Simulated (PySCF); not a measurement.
Results of a calculation; reference values are marked as such.
## Si4H7O4

Si4H7O4 is a small molecule (built as: end group OSiH2), neutral, doublet. The structure, one conformer, was relaxed in the gas phase by PBE0-D3(BJ)/def2-SVP. No frequency run checks that it is a minimum.

SMILES: [SiH2]O[SiH]1O[SiH2]O[SiH2]O1

```xyz
15

O     0.285    1.214    0.985
Si    1.573    0.394    1.645
O     1.280   -1.230    1.441
Si    0.042   -2.059    0.704
O    -1.052   -0.931    0.158
Si   -1.090    0.726    0.204
O    -1.113    1.320   -1.324
Si   -0.433    1.098   -2.832
H     2.817    0.771    0.927
H     1.665    0.703    3.095
H    -0.616   -2.949    1.693
H     0.574   -2.825   -0.452
H    -2.289    1.211    0.908
H    -1.247    0.109   -3.610
H    -0.409    2.422   -3.526
```
(Å; atoms numbered from 1)

EPR values by unrestricted B3LYP, IGLO-III on O Si, pcH-1 on H.

Problem. Predict g and the largest hyperfine couplings. Where does the spin sit?

Solution. g = 2.0014, 2.0021, 2.0040. The spin sits on Si8 (87 %, bonded to 1 O + 2 H) by Mulliken populations.
| atom | isotope | isotropic (MHz) | dipolar, principal values (MHz) |
| --- | --- | --- | --- |
| Si8 | 29Si | -604.4 | -152.9, 76.2, 76.7 |
| H14 | 1H | 103.0 | -8.1, 0.3, 7.9 |
| H15 | 1H | 94.9 | -8.1, 0.1, 8.0 |
| O7 | 17O | -11.7 | -29.0, 14.2, 14.8 |
| H13 | 1H | 2.9 | -1.2, -0.9, 2.1 |
| Si6 | 29Si | -1.2 | -0.8, 0.2, 0.6 |

Problem. How do the isotropic couplings move with BHandHLYP?

Solution. Si8 -604.4 to -638.2 MHz, H14 103.0 to 106.4 MHz, H15 94.9 to 98.1 MHz, O7 -11.7 to -17.4 MHz.
